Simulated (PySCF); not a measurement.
Point-charge models of `C1C[C@H](CC[C@H]1OCC)F` against its computed dipole.

Coordinates (GFN2-xTB, Å) and charges (e) from the PBE0/pcSseg-1 density (PySCF):

```csv
atom,x,y,z,Mulliken,IAO,Hirshfeld,ESP-fitted
C1,3.299,0.576,0.226,-0.2690,-0.4218,-0.1219,-0.3895
C2,2.241,0.054,-0.732,+0.0118,-0.0367,+0.0068,+0.2847
O3,1.089,-0.259,0.016,-0.5163,-0.4085,-0.1215,-0.3330
C4,0.014,-0.799,-0.726,-0.0195,+0.0919,+0.0469,+0.2251
C5,-0.887,-1.560,0.253,-0.1630,-0.2638,-0.0734,-0.2573
C6,-1.536,-0.603,1.247,-0.1985,-0.2774,-0.0831,-0.0649
C7,-2.335,0.458,0.503,+0.1674,+0.1883,+0.0631,+0.2271
F8,-2.910,1.328,1.416,-0.3435,-0.3391,-0.1271,-0.3060
C9,-1.434,1.238,-0.443,-0.1916,-0.2767,-0.0841,+0.0018
C10,-0.800,0.285,-1.451,-0.1986,-0.2768,-0.0767,-0.3186
H11,2.938,1.474,0.720,+0.1195,+0.1485,+0.0428,+0.1113
H12,4.212,0.808,-0.315,+0.1102,+0.1442,+0.0460,+0.1004
H13,3.511,-0.173,0.984,+0.1186,+0.1490,+0.0425,+0.1042
H14,2.604,-0.848,-1.252,+0.0931,+0.1128,+0.0311,-0.0062
H15,2.020,0.814,-1.496,+0.0964,+0.1113,+0.0315,+0.0020
H16,0.412,-1.508,-1.474,+0.0984,+0.1103,+0.0309,+0.0120
H17,-0.283,-2.290,0.793,+0.1280,+0.1470,+0.0412,+0.0887
H18,-1.652,-2.093,-0.314,+0.1139,+0.1303,+0.0391,+0.0858
H19,-2.189,-1.149,1.931,+0.1261,+0.1416,+0.0410,+0.0578
H20,-0.758,-0.110,1.830,+0.1342,+0.1496,+0.0373,+0.0524
H21,-3.176,0.007,-0.041,+0.0885,+0.1208,+0.0341,+0.0470
H22,-0.651,1.722,0.144,+0.1286,+0.1453,+0.0362,+0.0569
H23,-2.011,2.011,-0.955,+0.1250,+0.1415,+0.0402,+0.0344
H24,-0.154,0.844,-2.130,+0.1252,+0.1358,+0.0375,+0.0890
H25,-1.573,-0.202,-2.048,+0.1150,+0.1323,+0.0394,+0.0949
```

Task: Compute μ = Σ q r for each scheme (1 e·Å = 4.803 D) and compare with the dipole of the full density.

Result: The full density gives (1.37, -1.28, -2.32) D, 2.99 D in size; dipole vectors point from the negative to the positive end.

```csv
scheme,μx,μy,μz,size (D),share of the full size (%),angle to the full dipole (°)
Mulliken,1.72,-1.65,-3.22,4.01,134,3
IAO,1.76,-2.14,-3.53,4.49,150,5
Hirshfeld,1.10,-0.92,-1.40,2.01,67,7
ESP-fitted,1.40,-1.29,-2.36,3.03,101,0
```

Task: Which set comes closest?

Result: Length of the difference vector: ESP-fitted 0.04 D, Hirshfeld 1.03 D, Mulliken 1.04 D, IAO 1.53 D. Closest: ESP-fitted. The schemes that divide the density aren't constrained to reproduce the dipole.

Task: What is left for the Hirshfeld atoms' own dipoles?

Result: The Hirshfeld atoms' densities add up to the full density, so μ = Σ q r + Σ (atomic dipoles). The atomic dipoles sum to (1.37, -1.28, -2.32) − (1.10, -0.92, -1.40) = (0.27, -0.36, -0.92) D, 1.03 D in size.

Task: With the origin at the mean of the coordinates, (0.000, 0.001, -0.133) Å, which are the largest single terms, by size, of the Hirshfeld dipole along the direction of the full one?

Result: F8 +1.90, C6 +0.61, C1 -0.58, C7 -0.53, H19 -0.42 D; all 25 atoms together +1.99 D. The single terms depend on the origin, their sum doesn't.

Task: Give the size of the full dipole in other units.

Result: 2.99 D = 1.175 au = 0.622 e·Å = 9.96 × 10⁻³⁰ C·m.

One conformer (not necessarily the lowest) at the GFN2-xTB geometry, without solvent, vibrations or thermal averaging.
